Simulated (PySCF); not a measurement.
**Polarisability and C₆ of Ca⁺ (calcium, charge +1)**

[Ar] 4s1, 2S determinant. All numbers are calculated (PySCF 2.14, the spin-free X2C one-electron Hamiltonian (Gaussian nucleus), in aug-cc-pwCVQZ-X2C). Coupled (time-dependent) response in atomic units; α is the mean over directions.

| method | mean α (bohr³) | C₆ (like pair) | S(−4) |
| --- | --- | --- | --- |
| MN15 | 96.87 | 769.8 | 9026 |

S(−4) is the Cauchy moment in α(ω) = α(0) + S(−4) ω² + …

α(iu) at MN15:

| u (hartree) | α(iu) (bohr³) |
| --- | --- |
| 0 | 96.87 |
| 0.0500 | 78.71 |
| 0.100 | 51.00 |
| 0.200 | 22.68 |
| 0.300 | 12.99 |
| 0.500 | 6.719 |
| 0.750 | 4.222 |
| 1.00 | 3.056 |
| 1.50 | 1.862 |
| 2.00 | 1.252 |
| 3.00 | 0.6745 |
| 5.00 | 0.2930 |

For an ion, C₆ is the dispersion term alone; charge-induced terms of lower order in 1/R come first.
